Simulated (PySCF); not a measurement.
C5H5Cl, SMILES C=C=C/C=C/Cl.

The structure is a stationary point at PBE0-D3(BJ)/def2-SVP. The structure was generated by enumeration; whether it is a known compound was not checked. The values are those of a single conformer.

Computed with CAM-B3LYP/def2-TZVP (PySCF).

Symmetry labels are those of the subgroup Cs that the program uses (full group Cs).

Problem. List the valence orbital energies around the gap with their symmetry. (The exact figures need the calculation; the answer reports its results.)

Solution. 
```json
[
 {"orbital": "HOMO−7", "symmetry": "A\"", "energy (eV)": "-14.24"},
 {"orbital": "HOMO−6", "symmetry": "A'", "energy (eV)": "-13.31"},
 {"orbital": "HOMO−5", "symmetry": "A'", "energy (eV)": "-12.49"},
 {"orbital": "HOMO−4", "symmetry": "A\"", "energy (eV)": "-12.10"},
 {"orbital": "HOMO−3", "symmetry": "A\"", "energy (eV)": "-10.35"},
 {"orbital": "HOMO−2", "symmetry": "A'", "energy (eV)": "-10.35"},
 {"orbital": "HOMO−1", "symmetry": "A'", "energy (eV)": "-9.37"},
 {"orbital": "HOMO", "symmetry": "A\"", "energy (eV)": "-7.79"},
 {"orbital": "LUMO", "symmetry": "A\"", "energy (eV)": "-0.17"},
 {"orbital": "LUMO+1", "symmetry": "A'", "energy (eV)": "1.06"},
 {"orbital": "LUMO+2", "symmetry": "A'", "energy (eV)": "2.24"},
 {"orbital": "LUMO+3", "symmetry": "A'", "energy (eV)": "2.70"}
]
```
